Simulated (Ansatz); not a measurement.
C2H7InOSi, relaxed with RKS PBE0-D4/def2-TZVP in the Gaussian-basis code of Ansatz from a PBE-D4/def2-SVP geometry. The force threshold is 0.005 eV/Å; the program also tests the step.

Charge 0, multiplicity 1. In: def2 effective core potential. The bonds changed during the relaxation, so this is another structure than the one it started from.

Start:

```xyz
12

C     0.502   -2.085   -0.353
In   -2.139    2.210    0.348
Si   -0.272   -0.402   -0.076
C     0.237    2.037    0.359
O     0.899    0.765    0.154
H     1.111   -2.382    0.525
H    -0.281   -2.854   -0.512
H     1.161   -2.068   -1.244
H    -1.220   -0.421    1.118
H    -1.168   -0.010   -1.245
H     0.601    2.755   -0.416
H     0.569    2.455    1.342
```

How much energy does the relaxation release, and in how many steps? (Estimate.)

Computed: 1.57 kcal/mol, in 8 steps.

Which bonds change most? (An estimate is asked.)

Computed: In2–C4 from 2.382 to 2.333 Å; Si3–O5 from 1.670 to 1.631 Å; C4–H11 from 1.118 to 1.099 Å; C4–H12 from 1.118 to 1.099 Å.

Give the relaxed structure. (An estimate is asked.)

The calculation gave: 
```xyz
12

C     0.500   -2.062   -0.349
In   -2.104    2.190    0.338
Si   -0.263   -0.394   -0.075
C     0.223    2.018    0.357
O     0.880    0.748    0.150
H     1.104   -2.354    0.512
H    -0.275   -2.818   -0.498
H     1.143   -2.050   -1.232
H    -1.202   -0.408    1.103
H    -1.152   -0.002   -1.225
H     0.591    2.716   -0.408
H     0.555    2.414    1.326
```
